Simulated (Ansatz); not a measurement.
Ansatz (a quantum-chemistry and plane-wave program) input (B3LYP-D3(BJ)/def2-TZVP):

Ansatz 0.2 input:
```yaml
crystal:
  periodic: [false, false, false]
  atoms:
    - {symbol: O, position_ang: [-1.99001977, -0.04417081, 0.28110697]}
    - {symbol: C, position_ang: [-0.82593981, 0.72502929, 0.44243365]}
    - {symbol: C, position_ang: [0.41694122, -0.00800430, -0.03504399]}
    - {symbol: F, position_ang: [0.30208637, -0.34708787, -1.34093367]}
    - {symbol: F, position_ang: [1.50441376, 0.77803083, 0.08571460]}
    - {symbol: F, position_ang: [0.64757531, -1.13686132, 0.64994254]}
    - {symbol: H, position_ang: [-2.13711251, -0.20014907, -0.65909003]}
    - {symbol: H, position_ang: [-0.70935467, 0.92525764, 1.50670822]}
    - {symbol: H, position_ang: [-0.86606227, 1.67937330, -0.09332338]}
basis:
  gaussian:
    orbitals: def2-TZVP
hamiltonian:
  xc: b3lyp
  dispersion: d3bj
phonons: {temperatures: {t_min: 298.15, t_max: 298.15, t_step: 100}}
```

Output:

```
Functional definition: B3LYP
integrals: 0.11 GiB planned
1111 factors; their error is unknown
mean field: 1.03 GiB planned
mean field evaluation 1: about -12320.0175 eV, gradient 6.2e1 eV
mean field evaluation 2: about -12313.7006 eV, gradient 8.9e1 eV
mean field evaluation 4: about -12326.0367 eV, gradient 3.1e0 eV
mean field evaluation 8: about -12326.0641 eV, gradient 5.4e-1 eV
mean field evaluation 16: about -12326.0645 eV, gradient 1.1e-4 eV
mean field -12326.06448268 eV, -452.9745148318 hartree, gradient 1.1e-5 eV, S^2 0.000000; 0 other end points of the search recorded, 0 dependent functions left out
the calculation of the forces begins
reference -12326.06468108 eV, -452.9745221231 hartree; 25, 25 occupied and 179, 179 virtual orbitals, 1111 factors
these checks for a lower state are left out or cut short: stability, starts, cluster_reference, orbital_swaps, neighbouring_geometries, increment
integrals: 0.11 GiB planned
1111 factors; their error is unknown
mean field: 1.03 GiB planned
mean field -12326.06435686 eV, -452.9745102082 hartree, gradient 1.5e-6 eV, S^2 0.000000; 0 other end points of the search recorded, 0 dependent functions left out
the calculation of the forces begins
reference -12326.06455530 eV, -452.9745175007 hartree; 25, 25 occupied and 179, 179 virtual orbitals, 1111 factors
these checks for a lower state are left out or cut short: stability, starts, cluster_reference, orbital_swaps, neighbouring_geometries, increment
integrals: 0.11 GiB planned
1111 factors; their error is unknown
mean field: 1.03 GiB planned
mean field evaluation 32: about -12326.0644 eV, gradient 1.5e-6 eV
mean field -12326.06443303 eV, -452.9745130073 hartree, gradient 1.5e-6 eV, S^2 0.000000; 0 other end points of the search recorded, 0 dependent functions left out
the calculation of the forces begins
reference -12326.06463140 eV, -452.9745202973 hartree; 25, 25 occupied and 179, 179 virtual orbitals, 1111 factors
these checks for a lower state are left out or cut short: stability, starts, cluster_reference, orbital_swaps, neighbouring_geometries, increment
integrals: 0.11 GiB planned
1111 factors; their error is unknown
mean field: 1.03 GiB planned
mean field -12326.06443318 eV, -452.9745130129 hartree, gradient 1.5e-6 eV, S^2 0.000000; 0 other end points of the search recorded, 0 dependent functions left out
the calculation of the forces begins
reference -12326.06463164 eV, -452.9745203062 hartree; 25, 25 occupied and 179, 179 virtual orbitals, 1111 factors
these checks for a lower state are left out or cut short: stability, starts, cluster_reference, orbital_swaps, neighbouring_geometries, increment
integrals: 0.11 GiB planned
1111 factors; their error is unknown
mean field: 1.04 GiB planned
mean field -12326.06443626 eV, -452.9745131259 hartree, gradient 1.5e-6 eV, S^2 0.000000; 0 other end points of the search recorded, 0 dependent functions left out
the calculation of the forces begins
reference -12326.06463461 eV, -452.9745204151 hartree; 25, 25 occupied and 179, 179 virtual orbitals, 1111 factors
these checks for a lower state are left out or cut short: stability, starts, cluster_reference, orbital_swaps, neighbouring_geometries, increment
integrals: 0.11 GiB planned
1111 factors; their error is unknown
mean field: 1.03 GiB planned
mean field -12326.06431251 eV, -452.9745085783 hartree, gradient 1.5e-6 eV, S^2 0.000000; 0 other end points of the search recorded, 0 dependent functions left out
the calculation of the forces begins
reference -12326.06451099 eV, -452.9745158723 hartree; 25, 25 occupied and 179, 179 virtual orbitals, 1111 factors
these checks for a lower state are left out or cut short: stability, starts, cluster_reference, orbital_swaps, neighbouring_geometries, increment
integrals: 0.11 GiB planned
[...]
these checks for a lower state are left out or cut short: stability, starts, cluster_reference, orbital_swaps, neighbouring_geometries, increment
integrals: 0.11 GiB planned
1111 factors; their error is unknown
mean field: 1.03 GiB planned
mean field -12326.06432534 eV, -452.9745090497 hartree, gradient 1.5e-6 eV, S^2 0.000000; 0 other end points of the search recorded, 0 dependent functions left out
the calculation of the forces begins
reference -12326.06452368 eV, -452.9745163388 hartree; 25, 25 occupied and 179, 179 virtual orbitals, 1111 factors
these checks for a lower state are left out or cut short: stability, starts, cluster_reference, orbital_swaps, neighbouring_geometries, increment
integrals: 0.11 GiB planned
1111 factors; their error is unknown
mean field: 1.03 GiB planned
mean field -12326.06434268 eV, -452.9745096871 hartree, gradient 1.5e-6 eV, S^2 0.000000; 0 other end points of the search recorded, 0 dependent functions left out
the calculation of the forces begins
reference -12326.06454115 eV, -452.9745169805 hartree; 25, 25 occupied and 179, 179 virtual orbitals, 1111 factors
these checks for a lower state are left out or cut short: stability, starts, cluster_reference, orbital_swaps, neighbouring_geometries, increment
integrals: 0.11 GiB planned
1111 factors; their error is unknown
mean field: 1.03 GiB planned
mean field -12326.06445614 eV, -452.9745138565 hartree, gradient 1.5e-6 eV, S^2 0.000000; 0 other end points of the search recorded, 0 dependent functions left out
the calculation of the forces begins
reference -12326.06465454 eV, -452.9745211478 hartree; 25, 25 occupied and 179, 179 virtual orbitals, 1111 factors
these checks for a lower state are left out or cut short: stability, starts, cluster_reference, orbital_swaps, neighbouring_geometries, increment
integrals: 0.11 GiB planned
1111 factors; their error is unknown
mean field: 1.03 GiB planned
mean field evaluation 320: about -12326.0524 eV, gradient 5.3e-1 eV
mean field -12326.06447086 eV, -452.9745143974 hartree, gradient 1.5e-6 eV, S^2 0.000000; 0 other end points of the search recorded, 0 dependent functions left out
the calculation of the forces begins
reference -12326.06466926 eV, -452.9745216886 hartree; 25, 25 occupied and 179, 179 virtual orbitals, 1111 factors
these checks for a lower state are left out or cut short: stability, starts, cluster_reference, orbital_swaps, neighbouring_geometries, increment
integrals: 0.11 GiB planned
1111 factors; their error is unknown
mean field: 1.03 GiB planned
mean field -12326.06447572 eV, -452.9745145763 hartree, gradient 1.5e-6 eV, S^2 0.000000; 0 other end points of the search recorded, 0 dependent functions left out
the calculation of the forces begins
reference -12326.06467414 eV, -452.9745218680 hartree; 25, 25 occupied and 179, 179 virtual orbitals, 1111 factors
these checks for a lower state are left out or cut short: stability, starts, cluster_reference, orbital_swaps, neighbouring_geometries, increment
integrals: 0.11 GiB planned
1111 factors; their error is unknown
mean field: 1.03 GiB planned
mean field -12326.06445238 eV, -452.9745137182 hartree, gradient 1.5e-6 eV, S^2 0.000000; 0 other end points of the search recorded, 0 dependent functions left out
the calculation of the forces begins
reference -12326.06465077 eV, -452.9745210090 hartree; 25, 25 occupied and 179, 179 virtual orbitals, 1111 factors
these checks for a lower state are left out or cut short: stability, starts, cluster_reference, orbital_swaps, neighbouring_geometries, increment
integrals: 0.11 GiB planned
1111 factors; their error is unknown
mean field: 1.03 GiB planned
mean field -12326.06440125 eV, -452.9745118394 hartree, gradient 1.5e-6 eV, S^2 0.000000; 0 other end points of the search recorded, 0 dependent functions left out
the calculation of the forces begins
reference -12326.06459972 eV, -452.9745191329 hartree; 25, 25 occupied and 179, 179 virtual orbitals, 1111 factors
these checks for a lower state are left out or cut short: stability, starts, cluster_reference, orbital_swaps, neighbouring_geometries, increment
integrals: 0.11 GiB planned
1111 factors; their error is unknown
mean field: 1.03 GiB planned
mean field evaluation 352: about -12326.0644 eV, gradient 8.1e-3 eV
mean field -12326.06436322 eV, -452.9745104418 hartree, gradient 1.5e-6 eV, S^2 0.000000; 0 other end points of the search recorded, 0 dependent functions left out
the calculation of the forces begins
reference -12326.06456156 eV, -452.9745177308 hartree; 25, 25 occupied and 179, 179 virtual orbitals, 1111 factors
these checks for a lower state are left out or cut short: stability, starts, cluster_reference, orbital_swaps, neighbouring_geometries, increment
integrals: 0.11 GiB planned
1111 factors; their error is unknown
mean field: 1.03 GiB planned
mean field -12326.06445525 eV, -452.9745138239 hartree, gradient 1.5e-6 eV, S^2 0.000000; 0 other end points of the search recorded, 0 dependent functions left out
the calculation of the forces begins
reference -12326.06465366 eV, -452.9745211154 hartree; 25, 25 occupied and 179, 179 virtual orbitals, 1111 factors
these checks for a lower state are left out or cut short: stability, starts, cluster_reference, orbital_swaps, neighbouring_geometries, increment
integrals: 0.11 GiB planned
1111 factors; their error is unknown
mean field: 1.03 GiB planned
mean field -12326.06447216 eV, -452.9745144454 hartree, gradient 1.5e-6 eV, S^2 0.000000; 0 other end points of the search recorded, 0 dependent functions left out
the calculation of the forces begins
reference -12326.06467056 eV, -452.9745217365 hartree; 25, 25 occupied and 179, 179 virtual orbitals, 1111 factors
these checks for a lower state are left out or cut short: stability, starts, cluster_reference, orbital_swaps, neighbouring_geometries, increment
integrals: 0.11 GiB planned
1111 factors; their error is unknown
mean field: 1.03 GiB planned
mean field -12326.06442252 eV, -452.9745126210 hartree, gradient 1.5e-6 eV, S^2 0.000000; 0 other end points of the search recorded, 0 dependent functions left out
the calculation of the forces begins
reference -12326.06462098 eV, -452.9745199142 hartree; 25, 25 occupied and 179, 179 virtual orbitals, 1111 factors
these checks for a lower state are left out or cut short: stability, starts, cluster_reference, orbital_swaps, neighbouring_geometries, increment
integrals: 0.11 GiB planned
1111 factors; their error is unknown
mean field: 1.03 GiB planned
mean field -12326.06438568 eV, -452.9745112672 hartree, gradient 1.5e-6 eV, S^2 0.000000; 0 other end points of the search recorded, 0 dependent functions left out
the calculation of the forces begins
reference -12326.06458403 eV, -452.9745185565 hartree; 25, 25 occupied and 179, 179 virtual orbitals, 1111 factors
these checks for a lower state are left out or cut short: stability, starts, cluster_reference, orbital_swaps, neighbouring_geometries, increment
integrals: 0.11 GiB planned
1111 factors; their error is unknown
mean field: 1.03 GiB planned
mean field evaluation 384: about -12326.0527 eV, gradient 2.6e-4 eV
mean field -12326.06444741 eV, -452.9745135358 hartree, gradient 1.5e-6 eV, S^2 0.000000; 0 other end points of the search recorded, 0 dependent functions left out
the calculation of the forces begins
reference -12326.06464579 eV, -452.9745208262 hartree; 25, 25 occupied and 179, 179 virtual orbitals, 1111 factors
these checks for a lower state are left out or cut short: stability, starts, cluster_reference, orbital_swaps, neighbouring_geometries, increment
integrals: 0.11 GiB planned
1111 factors; their error is unknown
mean field: 1.03 GiB planned
mean field -12326.06444634 eV, -452.9745134966 hartree, gradient 1.5e-6 eV, S^2 0.000000; 0 other end points of the search recorded, 0 dependent functions left out
the calculation of the forces begins
reference -12326.06464477 eV, -452.9745207887 hartree; 25, 25 occupied and 179, 179 virtual orbitals, 1111 factors
Total energy: -12326.29188819 eV, -452.9828718304 hartree
Atom 0 at    -1.990020    -0.044171     0.281107 Å, force    -0.000461    -0.000523    -0.000121 eV/Å
Atom 1 at    -0.825940     0.725029     0.442434 Å, force     0.000112     0.000221     0.000053 eV/Å
Atom 2 at     0.416941    -0.008004    -0.035044 Å, force     0.000246     0.000586     0.000210 eV/Å
Atom 3 at     0.302086    -0.347088    -1.340934 Å, force     0.000198    -0.000442    -0.000284 eV/Å
Atom 4 at     1.504414     0.778031     0.085715 Å, force    -0.000014    -0.000140     0.000031 eV/Å
Atom 5 at     0.647575    -1.136861     0.649943 Å, force    -0.000046    -0.000377    -0.000447 eV/Å
Atom 6 at    -2.137113    -0.200149    -0.659090 Å, force     0.000035    -0.000048     0.000151 eV/Å
Atom 7 at    -0.709355     0.925258     1.506708 Å, force    -0.000142     0.000406     0.000593 eV/Å
Atom 8 at    -0.866062     1.679373    -0.093323 Å, force     0.000072     0.000316    -0.000185 eV/Å
Dipole moment:    -0.193558     0.291210    -0.112728 e Å
Vibrations: 115.12 222.99 315.28 379.89 415.52 528.48 540.36 658.77 824.77 942.99 1093.99 1140.99 1161.80 1263.40 1285.74 1388.03 1434.97 1490.99 3029.29 3119.18 3792.99 cm⁻¹, zero-point energy 1.558824 eV
```
